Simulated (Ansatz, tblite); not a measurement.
Forces on MoO2 at its r2SCAN-D4/def2-TZVP geometry. The state is a singlet with charge 0.

In the def2 sets Mo takes a core potential; there is no spin–orbit coupling. The xTB rows come from tblite. The restricted singlet is unstable towards broken spin symmetry at other levels; at BLYP-D4/def2-TZVP this wasn't settled. The geometry of the singlet was relaxed on an unsound state (restricted singlet, unstable towards broken spin symmetry). At PBE0-D4/def2-TZVP a triplet of charge 0 lies 0.73 eV below the restricted singlet, each at its own geometry. The structure comes from a short search, and lower isomers may exist.

GFN1-xTB (tblite), largest force 1.79 eV/Å:

```xyz
3
positions Å, forces eV/Å
Mo   -0.009    0.382   -0.568    0.023   -1.001    1.487
O     0.488    0.833    0.966    0.016    0.559   -0.705
O    -0.479   -1.216   -0.398   -0.039    0.442   -0.782
```

GFN2-xTB (tblite), largest force 2.70 eV/Å:

```
Mo 0.035 -1.507 2.239
O 0.000 0.789 -1.095
O -0.034 0.717 -1.143
```

BLYP-D4/def2-TZVP (Ansatz), largest force 1.48 eV/Å:

```
Mo -0.019 0.828 -1.231
O 0.320 0.243 1.053
O -0.300 -1.072 0.178
```
